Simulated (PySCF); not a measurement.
[WO4]2- (charge -2 and singlet state).
Z-matrix (Å and degrees, PBE0-D3(BJ)/def2-SVP geometry), rows numbered from 1:
```
W 
O   1  1.7918
O   1  1.7916  2  109.44
O   1  1.7921  2  109.47  3  -119.96
O   1  1.7921  2  109.47  3   119.98
```

Theory: PBE0-D3(BJ)/def2-SVP geometry optimisation, gas phase, def2 core potentials past Kr in PySCF.

Masses are those of the commonest isotopes; rigid-rotor values at the optimised geometry. 

Give the principal moments of inertia and the rotational constants in MHz.

Ia = 136.89, Ib = 136.96, Ic = 137.00 u·Å²; 505379 MHz·u·Å²/I gives A = 3692, B = 3690, C = 3689 MHz.

Classify the top.

A spherical top, as the point group Td requires three equal moments; the computed ones differ by 0.08 % because the geometry is symmetric only within the optimiser's tolerance.

The point group Td allows no dipole (computed: 0.00 D (about the centre of mass, as the species is charged)), so a rigid rotor has no electric-dipole lines.

Estimate the classical rotational partition function at 25 K, 200 K and 500 K.

Point group Td, symmetry number σ = 12; q = (√π/σ)·√((kT/h)³/(ABC)), k/h = 20836.6 MHz/K: 248 at 25 K, 5610 at 200 K, 22200 at 500 K.

PBE0-D3(BJ)/def2-SVP frequencies: not computed here. Whether so highly charged an anion holds all its electrons in the gas phase wasn't checked; a finite basis holds them in any case. No counter-ion or solvent screens the charge of this multiply charged ion. The geometry's basis has no diffuse functions, a weakness for an anion. Constants of a rigid frame at the computed geometry: no zero-point averaging, no centrifugal distortion.
